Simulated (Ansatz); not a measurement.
Geometry optimisation, RKS PBE/def2-SVP (Ansatz).

input.yaml

```yaml
crystal:
  periodic: [false, false, false]
  atoms:
    - { symbol: O, position_ang: [-1.44338, 0.44309, -0.72803] }
    - { symbol: C, position_ang: [-0.28536, -0.31808, -0.61526] }
    - { symbol: Si, position_ang: [1.01889, 0.25583, 0.49722] }
    - { symbol: S, position_ang: [-0.05829, -1.46311, -1.81855] }
    - { symbol: H, position_ang: [-1.47874, 1.03167, 0.03589] }
    - { symbol: H, position_ang: [0.35223, 0.85935, 1.67276] }
    - { symbol: H, position_ang: [1.89465, -0.80875, 0.95597] }
total_charge: -1
basis:
  gaussian: { orbitals: def2-SVP }
hamiltonian:
  xc: pbe
relax:
  f_tol: 0.015
  max_steps: 40
```

Command:

```bash
$ ansatz run input.yaml --threads 1 --pin off --max-ram 2048MiB --backend cpu --events-out ev --progress --plain --runs-dir out
```

Where does it end, and by what steps?

It converged. Limits of this set-up: an anion without diffuse functions, the dipole of an ion depends on the origin. After 11 steps the energy has fallen by 0.359 eV; H7 moved furthest, 0.34 Å.

```csv
step,energy less start (eV),largest force component (eV/Å),accepted
0,0.0000,1.456,yes
1,-0.1301,1.660,yes
2,-0.2520,1.288,yes
3,-0.2815,1.215,yes
4,-0.3276,0.676,yes
5,-0.3416,0.224,yes
6,-0.3555,0.145,yes
7,-0.3570,0.147,yes
8,-0.3589,0.059,yes
9,-0.3589,0.039,yes
10,-0.3591,0.015,yes
11,-0.3591,0.011,yes
```

```xyz
7
Properties=species:S:1:pos:R:3
O -1.425 0.341 -0.562
C -0.216 -0.297 -0.716
Si 1.214 0.425 0.371
S -0.099 -1.431 -1.940
H -1.282 0.875 0.255
H 0.205 0.952 1.470
H 1.602 -0.866 1.123
```

Whether the end is a true minimum wasn't checked by a vibrational analysis.

Run time: 31 s on 1 CPU thread of a shared host.
